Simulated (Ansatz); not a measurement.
`FC1OC[SiH2]1` and `C1OC[SiH2]1` differ in one atom or group.

Ansatz, PBE0-D4/def2-TZVP geometries, multiplicity 1. 

```
                                        property  `FC1OC[SiH2]1`
            HOMO–LUMO gap (PBE0/def2-TZVPP) / eV            7.68
           HOMO–LUMO gap (B3LYP/def2-TZVPP) / eV            7.22
              HOMO energy (PBE0/def2-TZVPP) / eV           -8.02
         HOMO–LUMO gap (ωB97M-V/def2-TZVPP) / eV           11.60
  size of the dipole moment (PBE/def2-TZVPP) / D            2.14
size of the dipole moment (B3LYP/def2-TZVPP) / D            2.43
```

(1) Give the same properties after the change, and the shifts. (An estimate is asked.)

## Answers

(1) Computed: 
```tsv
property	`C1OC[SiH2]1`	shift
HOMO–LUMO gap (PBE0/def2-TZVPP) / eV	7.21	-0.47
HOMO–LUMO gap (B3LYP/def2-TZVPP) / eV	6.72	-0.50
HOMO energy (PBE0/def2-TZVPP) / eV	-7.28	0.74
HOMO–LUMO gap (ωB97M-V/def2-TZVPP) / eV	11.16	-0.44
size of the dipole moment (PBE/def2-TZVPP) / D	1.23	-0.91
size of the dipole moment (B3LYP/def2-TZVPP) / D	1.48	-0.95
```

With PBE0 the HOMO rises by 0.74 eV and the LUMO rises by 0.26 eV, so the gap narrows by about 0.48 eV. PBE moves the HOMO by 0.87 eV and ωB97M-V by 0.66 eV. Dipoles are sizes alone; their direction can turn.

B3LYP here is the variant with VWN-RPA as its local correlation; programs differ in this.
